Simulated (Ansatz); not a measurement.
Reaction (redistribution): `CO[SiH](O)[GaH2]` + `C=[C](F)[InH2]` → `C=[C]([GaH2])[InH2]` + `CO[SiH](O)F`

Calculated with Ansatz (gas phase, PBE0-D4/def2-TZVP geometries, no zero-point term in ΔE). CBS: MP2 limit from def2 TZ/QZ plus the TZ coupled-cluster correction, frozen cores. DFT in def2-TZVPP. B3LYP here is the variant with VWN-RPA as its local correlation; programs differ in this. def2 core potentials past Kr. For Ga, In outer-core shells are correlated without core-valence functions, which leaves a few kJ/mol of doubt a bond. Scalar relativity is left out up to krypton. Each species was taken in one conformer, which may not be the lowest.

CCSD(T)/CBS gives -244.5 kJ/mol.

Another level gave -223.7 kJ/mol. Which?
A. revPBE/def2-TZVPP
B. B3LYP/def2-TZVPP
C. CAM-B3LYP-D4/def2-TZVPP
D. PBE0/def2-TZVPP

C. CAM-B3LYP-D4 -223.7, revPBE -194.2, B3LYP -217.7, PBE0 -211.8 kJ/mol.

Largest T1 diagnostic among the species: 0.014.

At CCSD(T), def2-SVP lies +24.4 kJ/mol from the extrapolated value and def2-TZVPP +4.5 kJ/mol. From PBE to PBE0 (25 % exact exchange), in def2-TZVPP and without D4, ΔE moves by −15.7 kJ/mol. Leaving LDA and LC-ωPBE aside and taking each functional with its dispersion term where it has one, the values, not all of them listed here, spread over 40.2 kJ/mol, from PBE-QIDH to PBE-D4. LDA lies −3.6 kJ/mol from PBE without D4.
